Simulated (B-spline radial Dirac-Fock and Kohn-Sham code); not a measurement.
Kohn-Sham estimates against Dirac-Fock for the levels of Zr¹⁷⁺

System: zirconium as Zr¹⁷⁺, configuration [Ar] 3d5.

The density-functional columns are spherical, spin-unpolarised Dirac-Kohn-Sham results without Breit or QED terms: −ε is minus the orbital energy of the initial state and ΔSCF the difference of two total energies. The reference in the last column comes from ΔSCF Dirac-Fock with Breit, self-energy and vacuum polarisation, finite nucleus, configuration average. All numbers are from an atomic code on a B-spline grid, in eV; a selection of levels is shown. For the 1s level of heavy atoms much of the gap between ΔSCF and the reference is the Breit and QED part, -46.7 eV here; for other levels the error of the functional can be larger.

```
level   LDA −ε  LDA ΔSCF  Dirac-Fock
    K  18339.2   18614.1     18573.1
   L1   3008.4    3068.1      3104.2
   L2   2803.9    2874.5      2877.0
   L3   2717.8    2786.2      2791.9
   M1    879.1     904.5       921.8
   M2    803.9     829.9       834.6
   M3    787.7     813.3       818.4
 M4,5    658.3     686.0       684.3
```

Values without a named source are computed, but for edge energies of neutral atoms, which are taken from tables.
